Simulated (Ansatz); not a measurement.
Si2Mo. The state is a singlet with charge 0. Geometry PBE0-D4/def2-TZVP.

| atom | x (Å) | y (Å) | z (Å) |
| --- | --- | --- | --- |
| Mo1 | -0.310 | -1.046 | 0.569 |
| Si2 | 1.319 | 0.329 | -0.006 |
| Si3 | -1.010 | 0.717 | -0.563 |

In the def2 sets Mo takes a core potential, while STO-3G treats all electrons; there is no spin–orbit coupling. B3LYP takes the VWN-RPA correlation. The restricted singlet is unstable towards broken spin symmetry in Hartree–Fock (as tested in another run); at HF/STO-3G this wasn't settled. The restricted singlet is unstable towards broken spin symmetry at other levels; at PBE-D4/def2-SVP, PBE-D4/def2-TZVPD, B3LYP-D4/def2-TZVP, ωB97X-V/def2-TZVP this wasn't settled. At PBE0-D4/def2-TZVP a triplet of charge 0 lies 0.66 eV below the restricted singlet, each at its own geometry. The structure comes from a short search, and lower isomers may exist.

Q: Estimate the orbital energies around the gap (eV) in Ansatz with HF/STO-3G, PBE-D4/def2-SVP, PBE-D4/def2-TZVPD, B3LYP-D4/def2-TZVP, ωB97X-V/def2-TZVP.

A: 
```json
{"orbital": "HOMO−5", "HF/STO-3G": "-10.54", "PBE-D4/def2-SVP": "-9.14", "PBE-D4/def2-TZVPD": "-9.14", "B3LYP-D4/def2-TZVP": "-10.22", "ωB97X-V/def2-TZVP": "-12.93"}
{"orbital": "HOMO−4", "HF/STO-3G": "-4.25", "PBE-D4/def2-SVP": "-6.00", "PBE-D4/def2-TZVPD": "-5.96", "B3LYP-D4/def2-TZVP": "-6.58", "ωB97X-V/def2-TZVP": "-8.81"}
{"orbital": "HOMO−3", "HF/STO-3G": "-3.88", "PBE-D4/def2-SVP": "-5.95", "PBE-D4/def2-TZVPD": "-5.92", "B3LYP-D4/def2-TZVP": "-6.51", "ωB97X-V/def2-TZVP": "-8.63"}
{"orbital": "HOMO−2", "HF/STO-3G": "-3.56", "PBE-D4/def2-SVP": "-5.27", "PBE-D4/def2-TZVPD": "-5.25", "B3LYP-D4/def2-TZVP": "-5.79", "ωB97X-V/def2-TZVP": "-7.97"}
{"orbital": "HOMO−1", "HF/STO-3G": "-3.50", "PBE-D4/def2-SVP": "-4.82", "PBE-D4/def2-TZVPD": "-4.81", "B3LYP-D4/def2-TZVP": "-5.59", "ωB97X-V/def2-TZVP": "-7.79"}
{"orbital": "HOMO", "HF/STO-3G": "-3.19", "PBE-D4/def2-SVP": "-4.64", "PBE-D4/def2-TZVPD": "-4.64", "B3LYP-D4/def2-TZVP": "-5.49", "ωB97X-V/def2-TZVP": "-7.72"}
{"orbital": "LUMO", "HF/STO-3G": "6.51", "PBE-D4/def2-SVP": "-4.18", "PBE-D4/def2-TZVPD": "-4.17", "B3LYP-D4/def2-TZVP": "-3.28", "ωB97X-V/def2-TZVP": "-0.65"}
{"orbital": "LUMO+1", "HF/STO-3G": "7.29", "PBE-D4/def2-SVP": "-3.01", "PBE-D4/def2-TZVPD": "-3.01", "B3LYP-D4/def2-TZVP": "-2.42", "ωB97X-V/def2-TZVP": "-0.31"}
{"orbital": "LUMO+2", "HF/STO-3G": "7.60", "PBE-D4/def2-SVP": "-2.57", "PBE-D4/def2-TZVPD": "-2.60", "B3LYP-D4/def2-TZVP": "-1.93", "ωB97X-V/def2-TZVP": "-0.03"}
{"orbital": "LUMO+3", "HF/STO-3G": "7.87", "PBE-D4/def2-SVP": "-2.07", "PBE-D4/def2-TZVPD": "-2.10", "B3LYP-D4/def2-TZVP": "-1.64", "ωB97X-V/def2-TZVP": "0.06"}
{"orbital": "LUMO+4", "HF/STO-3G": "8.58", "PBE-D4/def2-SVP": "-1.85", "PBE-D4/def2-TZVPD": "-1.93", "B3LYP-D4/def2-TZVP": "-1.40", "ωB97X-V/def2-TZVP": "0.72"}
{"orbital": "LUMO+5", "HF/STO-3G": "9.66", "PBE-D4/def2-SVP": "-1.41", "PBE-D4/def2-TZVPD": "-1.48", "B3LYP-D4/def2-TZVP": "-0.87", "ωB97X-V/def2-TZVP": "1.32"}
```
